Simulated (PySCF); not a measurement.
# Computed against measured: bond length Re

CCSD(T), HF, PBE in PySCF with def2-TZVPP on every atom (core potentials on Rb, I, Cs, Tl, Pb), for the lowest determinant that a PBE0 search found; no spin–orbit coupling. Measured values: Huber and Herzberg, Constants of Diatomic Molecules (1979).

```
molecule  measured (Å)  CCSD(T)     HF    PBE
     RbI      3.176879    3.249  3.319  3.240
     AlI      2.537102    2.545  2.578  2.570
      KH        2.2425    2.271  2.322  2.264
     TlF      2.084438    2.099  2.087  2.123
    NaBr      2.502038    2.514  2.540  2.517
     PbS      2.286863    2.307  2.265  2.313
     Br2       2.28105    2.300  2.277  2.311
     CsF      2.345351    2.381  2.413  2.364
```

Problem. Give the mean signed and mean absolute error of each level in pm, and name the best.

Solution. CCSD(T) +2.6 and 2.6; HF +4.3 and 5.0; PBE +3.1 and 3.1. On this set CCSD(T) is closest.

Problem. Which molecule does CCSD(T) miss most?

Solution. RbI, by +7.2 pm.

The molecules are drawn from runs that passed checks on state, spin purity and fit, so the hardest cases are missing and the errors look smaller than over all diatomics.

Correlated steps freeze the inner cores (1 to 18 orbitals); shallow outer-core shells are correlated. These are scalar-relativistic numbers at best; spin–orbit coupling would shift them, the dissociation energy most. The CCSD T1 diagnostic is raised in PbS, a sign that a single reference may not be enough there.
